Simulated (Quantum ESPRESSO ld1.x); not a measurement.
Spin polarisation of the 4f1 shell in neutral cerium. Start: [Xe] 4f(up 0.5, down 0.5) 5d(up 0.5, down 0.5) 6s2; electrons of 4f are moved from spin down to spin up, other shells keep equal spins. Method: scalar-relativistic Kohn-Sham, LDA (Slater exchange, Perdew-Wang correlation), spin-polarised, spherical densities, point nucleus; computed with ld1.x of Quantum ESPRESSO 7.5.

| moment (Bohr magnetons) | E - E(0) (eV) | e(4f up) (eV) | e(4f down) (eV) | 5d down minus up (eV) | 6s down minus up (eV) | 5p down minus up (eV) |
|---|---|---|---|---|---|---|
| 0 | 0.000 | -5.614 | -5.614 | 0.000 | 0.000 | 0.000 |
| 0.25 | -0.010 | -5.691 | -5.533 | 0.033 | 0.011 | 0.088 |
| 0.5 | -0.040 | -5.766 | -5.449 | 0.066 | 0.021 | 0.176 |
| 0.75 | -0.089 | -5.837 | -5.362 | 0.100 | 0.032 | 0.265 |
| 1 | -0.159 | -5.906 | -5.272 | 0.133 | 0.043 | 0.353 |

At moment 1 the spin-polarisation energy is -0.159 eV and the 4f exchange splitting 0.634 eV, that is 0.634 eV per Bohr magneton; E = -I m^2/4 would give I = 0.635 eV.
